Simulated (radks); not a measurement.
Question: Ta LXIX, configuration [He] 2s2 2p1. All-electron calculation, Dirac Kohn-Sham, PBE, spin-unpolarised, spherical densities, point nucleus; open shells are shared between the two j in proportion to 2j + 1. Program: a radial shooting solver on a logarithmic mesh with Libxc functionals. Some entries of the table are withheld. Estimate them.

| orbital | occ. | eigenvalue (eV) | <r^2> (bohr^2) |
|---|---|---|---|
| 1s1/2 | 2 | -75223.18 | (1) |
| 2s1/2 | 2 | -18356.81 | 0.006729 |
| 2p1/2 | 0.333333 | (2) | (3) |
| 2p3/2 | 0.666667 | (4) | (5) |

Answer: 
(1) 1s1/2 <r^2> (bohr^2): 0.0004748
(2) 2p1/2 eigenvalue (eV): -18107.78
(3) 2p1/2 <r^2> (bohr^2): 0.004720
(4) 2p3/2 eigenvalue (eV): -16693.79
(5) 2p3/2 <r^2> (bohr^2): 0.005749
